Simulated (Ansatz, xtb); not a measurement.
# Two isomers of C3H10AlB

Structure a: `B[CH2][AlH][CH2]C`, a singlet. Structure b: `B[CH2][Al]([CH3])[CH3]`, a singlet. Both are isolated molecules in the gas phase, relaxed with r2SCAN-D4/def2-SVP; each stands in its lowest conformer found.

a (Å):

```xyz
15

C     1.4952    1.5531    1.2560
C     0.4068   -1.4747    0.1057
C    -0.5819   -1.4701    1.2784
Al    1.6560    0.0286   -0.0172
B     0.4537    2.4237    0.5846
H    -0.7309    2.2184    0.7544
H     0.7755    3.2740   -0.2188
H     2.5249    1.9448    1.3068
H     1.1800    1.0257    2.1744
H     2.8376    0.0471   -1.0820
H    -0.1464   -1.4869   -0.8572
H     0.9830   -2.4206    0.0823
H    -1.1800   -0.5442    1.3060
H    -1.2922   -2.3130    1.2317
H    -0.0641   -1.5426    2.2496
```

b (Å):

```xyz
15

C    -0.8258    0.5744    0.8335
C     1.6514   -1.1544   -0.7282
C     0.4909    1.8127   -2.0280
Al    0.4461    0.3813   -0.6998
B    -2.0271   -0.1855    0.3200
H    -2.8844    0.3720   -0.3347
H    -2.1065   -1.3901    0.4523
H    -0.9207    1.6683    0.9361
H    -0.2460    0.1062    1.6482
H     1.2775   -2.0114   -0.1441
H     2.6340   -0.8827   -0.2985
H     1.8580   -1.5059   -1.7538
H    -0.4729    1.8660   -2.5672
H     1.2842    1.6958   -2.7841
H     0.6221    2.8040   -1.5586
```

Question: Estimate which is lower in electronic energy at CCSD(T)/def2-SVP + ΔMP2/def2-TZVPP, and by roughly how much.

Answer: The CCSD(T)/def2-SVP + ΔMP2/def2-TZVPP calculation puts structure b lower, by 0.622 eV.

How the difference moves with the method:

```
                             level            geometry  E(b) − E(a) (eV)  departure from the last row (eV)  job, with rough time for the two
                          GFN2-xTB            GFN2-xTB              +0.237                            +0.859              optimisation, 0.54 s
                         HF/STO-3G            GFN2-xTB              −0.741                            −0.119              single point, 0.65 s
      r2SCAN-D4/def2-SVP//GFN2-xTB            GFN2-xTB              −0.675                            −0.053               single point, 5.8 s
                r2SCAN-D4/def2-SVP  r2SCAN-D4/def2-SVP              −0.607                            +0.015             optimisation, 1.9 min
                       HF/def2-SVP  r2SCAN-D4/def2-SVP              −0.500                            +0.122           part of the CCSD(T) run
                      MP2/def2-SVP  r2SCAN-D4/def2-SVP              −0.525                            +0.097           part of the CCSD(T) run
                  CCSD(T)/def2-SVP  r2SCAN-D4/def2-SVP              −0.488                            +0.134                      single point
CCSD(T)/def2-SVP + ΔMP2/def2-TZVPP  r2SCAN-D4/def2-SVP              −0.622                                                  single point, 47 s
```

As drawn, b has 1 C–Al, 1 C–H in place of 1 C–C, 1 Al–H.

GFN2-xTB puts the two in the other order. The largest departure from CCSD(T)/def2-SVP + ΔMP2/def2-TZVPP is that of GFN2-xTB, 0.859 eV. The last row adds to CCSD(T) the change of the MP2 difference between the two basis sets, here −0.134 eV, a large step that makes the value less sure.

With thermal terms from frequencies at re-optimised GFN2-xTB minima (ideal gas, soft modes damped towards free rotors, one conformer each, 298.15 K, 1 atm): the zero-point term adds −0.020 eV; ΔH is −0.616 and ΔG −0.674 eV.

The correlated steps freeze 9 core orbitals. Run with Ansatz 0.2.0, xtb 6.7.1; the last row on 2 threads of Intel(R) Xeon(R) Processor @ 2.70GHz on a shared host.
